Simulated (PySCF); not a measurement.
Si(Cl)(Br)(OH)(NH2), SMILES N[Si](Br)(Cl)O, singlet, CAM-B3LYP/def2-SVP optimised geometry. Atoms within 1.6 Å of the plane z = 1.2 Å (x, y, z in Å): N1 (-1.14, -1.96, 1.36), Si2 (-0.68, -1.05, 0.00), Cl4 (1.38, -1.05, 0.00), Br5 (-1.38, 1.05, 0.00), H6 (-2.12, -2.06, 1.61), H7 (-0.54, -1.99, 2.18).

Calculation: CAM-B3LYP/def2-TZVP run with PySCF. Cells within 0.4 Å of a nucleus heavier than hydrogen are left out (blank, or x).

Map of the electrostatic potential (hartree/e), clipped to [-0.08, 0.12] on the plane z = 1.2 Å:

```
|11111111111111111111111111111|
|11111111111111111111111111111|
|11111111111111111111111111111|
|11111122111111111111111111111|
|11111222221111111111111111111|
|11111222222111111111111111111|
|11112233433211111111111111111|
|11112345554321111111111111111|
|11112357886431111111111111111|
|11112368998632111111111111111|
|11112469999642211111111111111|
|11112358999643221111111111111|
|11112346887654332211111111111|
|21122345677665443221111111111|
|22222334567887654322211111111|
|22223344679999865433322111111|
|23333345799999986555443221111|
|33344456899999997667654322111|
|34455567999999998778764322111|
|44567899999999997777764322111|
|45689999999999997666543222111|
|567999999xx999986544432221111|
|56899999xxx999965433222211111|
|568999999xx999654322221111111|
|55799999999996433222111111112|
|45678888999742222222111111112|
|44555543222101122222111111122|
|34444321100000112222222122222|
|33333321000000112222222222222|
```
Scale: ten equal steps from -0.035 (start of '0') to 0.120 (end of '9'), in the order '0123456789'; x runs from -3.50 to 3.50, y from -3.50 (bottom) to 3.50 (top).
